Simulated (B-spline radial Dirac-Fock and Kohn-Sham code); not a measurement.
## X-ray form factors of tungsten in several charge states

Level of theory: Dirac-Fock densities; a radial B-spline solver.

Configurations: W⁴⁵⁺ [Ar] 3d10 4s1; W⁴⁸⁺ [Ar] 3d8; W⁴⁹⁺ [Ar] 3d7. The first column is f₀ of W⁴⁵⁺, the others are differences from it.

| s (Å⁻¹) | W⁴⁵⁺ | Δ W⁴⁸⁺ | Δ W⁴⁹⁺ |
| --- | --- | --- | --- |
| 0 | 29.000 | -3.000 | -4.000 |
| 0.1 | 28.931 | -2.981 | -3.977 |
| 0.2 | 28.725 | -2.923 | -3.911 |
| 0.3 | 28.388 | -2.831 | -3.803 |
| 0.4 | 27.927 | -2.707 | -3.658 |
| 0.5 | 27.353 | -2.558 | -3.482 |
| 0.7 | 25.919 | -2.209 | -3.065 |
| 0.9 | 24.199 | -1.834 | -2.609 |
| 1.1 | 22.310 | -1.478 | -2.161 |
| 1.4 | 19.381 | -1.036 | -1.574 |

Values without a named source are computed, but for edge energies of neutral atoms, which are taken from tables.
